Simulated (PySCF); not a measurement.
PBE0 on K⁻ (potassium, charge -1), [Ar] 4s2, closed-shell 1S. Computed with PySCF 2.14 in def2-TZVPPD (6s5p3d, 36 functions), with the non-relativistic Hamiltonian (point nucleus).

```
cycle= 1 E= -599.755042627779  delta_E= -0.0022  |g|= 0.0115  |ddm|= 0.34
cycle= 2 E= -599.755098744493  delta_E= -5.61e-05  |g|= 0.00672  |ddm|= 0.0392
cycle= 3 E= -599.75511935919  delta_E= -2.06e-05  |g|= 0.000135  |ddm|= 0.015
cycle= 4 E= -599.755119375964  delta_E= -1.68e-08  |g|= 1.05e-05  |ddm|= 0.00128
cycle= 5 E= -599.755119376123  delta_E= -1.59e-10  |g|= 1.47e-07  |ddm|= 0.000107
converged SCF energy = -599.755119376123  <S^2> = -1.9539925e-14  2S+1 = 1
```

Highest occupied orbital energy: 0.538 eV; ⟨L²⟩ = 0.00; populations by l: s 8.00, p 12.00, d 0.00.

Can this result be used?

With care. The run converged. At PBE0 the highest occupied level has a positive energy, so only the finite basis holds that electron; in a semilocal or global hybrid functional this comes from self-interaction and does not mean that the real anion is unbound.
